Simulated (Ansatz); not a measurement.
ethylene carbonate (C₃H₄O₃), singlet, geometry from GFN2-xTB; Ansatz (a program for electronic structure) with CCSD(T)/STO-3G.

The Ansatz input:
Ansatz 0.2 input:
```yaml
crystal:
  periodic: [false, false, false]
  atoms:
    - {symbol: O, position_ang: [2.02364805, -0.10196367, -0.02219553]}
    - {symbol: C, position_ang: [0.84129222, -0.04238941, -0.00922736]}
    - {symbol: O, position_ang: [0.02528031, -1.10906625, 0.06015929]}
    - {symbol: C, position_ang: [-1.32923011, -0.70405933, 0.05664352]}
    - {symbol: C, position_ang: [-1.25265770, 0.83415051, -0.02832517]}
    - {symbol: O, position_ang: [0.13529665, 1.10097540, -0.06192051]}
    - {symbol: H, position_ang: [-1.80468390, -1.05510197, 0.97634301]}
    - {symbol: H, position_ang: [-1.82913313, -1.15234299, -0.80606914]}
    - {symbol: H, position_ang: [-1.71042935, 1.23221471, -0.93778897]}
    - {symbol: H, position_ang: [-1.68598012, 1.32945573, 0.84462318]}
basis:
  gaussian:
    orbitals: STO-3G
magnetization: {spin_polarized: false}
correlation: {method: ccsd_t}
accuracy: high
```

It wrote (shortened):

```
Functional definition: HF
743 factors; integrals over basis functions are off by at most 2.1e-9 eV
mean field evaluation 1: about -9139.2594 eV, gradient 4.3e1 eV
mean field evaluation 2: about -9139.6066 eV, gradient 4.3e1 eV
mean field evaluation 4: about -9145.3770 eV, gradient 3.4e0 eV
mean field evaluation 8: about -9145.4388 eV, gradient 1.3e-1 eV
mean field evaluation 16: about -9143.5880 eV, gradient 2.5e1 eV
mean field -9145.43890968 eV, -336.0886809297 hartree, gradient 1.0e-8 eV, S^2 0.000000; 0 other end points of the search recorded, 0 dependent functions left out
6 core orbitals not correlated
reference -9145.43890968 eV, -336.0886809297 hartree; 17, 17 occupied and 11, 11 virtual orbitals, 743 factors
second order -7.73474235 eV of doubles, -0.00000000 eV of singles
cycle   1  -8.57662567 eV  change   -8.4e-1 eV  update   1.1e-1
cycle   2  -9.06462879 eV  change   -4.9e-1 eV  update   3.3e-2
cycle   3  -9.19385678 eV  change   -1.3e-1 eV  update   1.5e-2
cycle   4  -9.20233015 eV  change   -8.5e-3 eV  update   3.0e-3
cycle   5  -9.20220602 eV  change    1.2e-4 eV  update   1.0e-3
cycle   6  -9.20159263 eV  change    6.1e-4 eV  update   3.4e-4
cycle   7  -9.20144397 eV  change    1.5e-4 eV  update   1.2e-4
cycle   8  -9.20144056 eV  change    3.4e-6 eV  update   4.9e-5
cycle   9  -9.20144012 eV  change    4.4e-7 eV  update   1.4e-5
cycle  10  -9.20143712 eV  change    3.0e-6 eV  update   4.7e-6
cycle  11  -9.20143449 eV  change    2.6e-6 eV  update   1.9e-6
cycle  12  -9.20143401 eV  change    4.8e-7 eV  update   5.0e-7
cycle  13  -9.20143408 eV  change   -7.8e-8 eV  update   1.5e-7
cycle  14  -9.20143422 eV  change   -1.4e-7 eV  update   5.5e-8
cycle  15  -9.20143429 eV  change   -6.8e-8 eV  update   2.7e-8
cycle  16  -9.20143309 eV  change    1.2e-6 eV  update   1.4e-7
cycle  17  -9.20143295 eV  change    1.4e-7 eV  update   4.4e-8
cycle  18  -9.20143286 eV  change    9.1e-8 eV  update   1.3e-8
cycle  19  -9.20143286 eV  change    5.8e-9 eV  update   3.5e-9
cycle  20  -9.20143286 eV  change   9.1e-10 eV  update   1.0e-9
perturbative correction -0.30850432 eV, -0.0113373247 hartree
Total energy: -9154.94884686 eV, -336.4381646749 hartree
```
